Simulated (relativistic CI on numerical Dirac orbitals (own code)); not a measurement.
**Crystal-field levels of V3+, 3d2**

Calculated by Dirac-Coulomb-Breit CI, orbitals from a KLI potential per configuration, QED by a radiative potential, valence Slater integrals scaled by 0.85, one configuration in a parametric crystal field (own radial code).

Field parameters in Wybourne normalisation: D3d B²₀ = −7Dσ, B⁴₀ = −14Dq − 21Dτ, B⁴₃ = −14√(10/7) Dq; Td as Oh with Dq negative (B⁴₀ = 21Dq, B⁴₄ = √(5/14) B⁴₀). The field is a parameter set, without covalency.

S and J are read from ⟨S²⟩ = S(S + 1) and ⟨J²⟩ = J(J + 1) of each level; they are not fictitious spins.

D3d, 10Dq = 26050, Dσ = 1040, Dτ = -200 cm⁻¹, the lowest 10 levels:

```json
{"E (cm⁻¹)": "0.0", "Degeneracy": "2", "Irrep": "E", "S": "1.00", "J": "2.79"}
{"E (cm⁻¹)": "67.1", "Degeneracy": "2", "Irrep": "E", "S": "1.00", "J": "2.89"}
{"E (cm⁻¹)": "123", "Degeneracy": "1", "Irrep": "A1", "S": "1.00", "J": "2.95"}
{"E (cm⁻¹)": "218", "Degeneracy": "1", "Irrep": "A2", "S": "1.00", "J": "3.40"}
{"E (cm⁻¹)": "539", "Degeneracy": "2", "Irrep": "E", "S": "1.00", "J": "3.39"}
{"E (cm⁻¹)": "591", "Degeneracy": "1", "Irrep": "A1", "S": "1.00", "J": "3.63"}
{"E (cm⁻¹)": "12174", "Degeneracy": "1", "Irrep": "A1", "S": "0.00", "J": "3.15"}
{"E (cm⁻¹)": "12822", "Degeneracy": "2", "Irrep": "E", "S": "0.00", "J": "3.16"}
{"E (cm⁻¹)": "13836", "Degeneracy": "2", "Irrep": "E", "S": "0.00", "J": "2.98"}
{"E (cm⁻¹)": "23428", "Degeneracy": "1", "Irrep": "A2", "S": "1.00", "J": "3.15"}
```

Td, 10Dq = -11900 cm⁻¹, the lowest 16 levels:

| E (cm⁻¹) | Degeneracy | Irrep | S | J |
| --- | --- | --- | --- | --- |
| 0.0 | 3 | T2 | 1.00 | 3.24 |
| 11813 | 1 | A2 | 1.00 | 3.00 |
| 11858 | 3 | T2 | 1.00 | 3.15 |
| 11909 | 2 | E | 0.99 | 3.32 |
| 11952 | 3 | T1 | 1.00 | 3.38 |
| 13848 | 2 | E | 0.04 | 2.77 |
| 18856 | 3 | T2 | 1.00 | 2.72 |
| 18869 | 2 | E | 1.00 | 2.77 |
| 19047 | 3 | T1 | 1.00 | 3.26 |
| 19121 | 1 | A1 | 1.00 | 3.46 |
| 23538 | 1 | A1 | 0.01 | 3.77 |
| 25371 | 3 | T2 | 0.01 | 2.54 |
| 29778 | 3 | T1 | 0.02 | 3.98 |
| 30486 | 1 | A1 | 1.00 | 1.69 |
| 30543 | 3 | T1 | 0.99 | 1.89 |
| 30605 | 2 | E | 1.00 | 2.21 |

D3d, 10Dq = 11850, Dσ = -740, Dτ = 240 cm⁻¹, the lowest 16 levels:

```csv
E (cm⁻¹),Degeneracy,Irrep,S,J
0.0,2,E,1.00,2.75
137,2,E,1.00,3.11
274,1,A1,1.00,3.42
311,1,A2,1.00,3.62
1086,2,E,1.00,3.21
1107,1,A1,1.00,3.35
11764,2,E,0.99,3.24
11786,1,A2,1.00,3.23
12030,1,A1,0.97,3.05
12105,1,A2,1.00,3.15
12148,2,E,0.99,3.32
12229,2,E,1.00,3.47
13180,1,A1,0.09,2.63
13461,2,E,0.05,2.89
13739,2,E,0.00,3.09
21674,1,A1,1.00,2.38
```

The free-ion ground term has S = 1. Every field shown keeps that spin.

Levels of this model without a field, named by their leading LS term: 3F_2 0, 3F_3 301, 3F_4 682, 1D_2 11845, 3P_0 14009, 3P_1 14114, 3P_2 14313, 1G_4 18273 cm⁻¹.
